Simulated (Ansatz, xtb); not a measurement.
## Isomers of NSeSn in order of energy

3 gas-phase structures of NSeSn, found in a search over its isomers (lower ones may exist). Each was relaxed with GFN2-xTB:

A. a doublet given by its coordinates
B. `[N]#[Sn][Se]`, a doublet
C. a doublet given by its coordinates

C (Å):

```xyz
3

N     1.2963   -3.8534   -2.0972
Se   -0.2665   -3.2912   -2.5731
Sn    2.9864   -4.4630   -1.5853
```

Close contacts (Å): N1–Se2 1.73, N1–Sn3 1.87.

A (Å):

```
atom   x (Å)    y (Å)    z (Å)
   N  0.2593   0.9029   0.8763
  Se  0.5266  -0.8984   0.8599
  Sn  0.6851   0.6833  -1.1091
```

Close contacts (Å): N1–Se2 1.82, N1–Sn3 2.04, Se2–Sn3 2.53.

Question: Estimate their order in r2SCAN-D4/def2-SVP energy at these geometries, lowest first.

Answer: Calculated order at r2SCAN-D4/def2-SVP: C (0.0), A (0.1), B (183.6) kJ/mol. Less than 1 kcal/mol parts C and A, so the order within that pair means little.

Energies above the lowest of each column, in kJ/mol (a dash: not run or not comparable):

```csv
structure,GFN2-xTB,HF/STO-3G,r2SCAN-D4/def2-SVP
C,0.0,–,0.0
A,35.3,0.0,0.1
B,170.7,15.1,183.6
```

Every level run on C puts it lowest or level with the lowest. Some further structures that were screened fall inside this span and aren't listed. Frequencies (PBE0-D3(BJ)/def2-SVP) were run for A alone. Open shells are spin-unrestricted, some with notable spin contamination. Atoms past krypton carry core potentials in the def2 sets, without spin–orbit terms.

Programs: Ansatz 0.2.0, xtb 6.7.1.
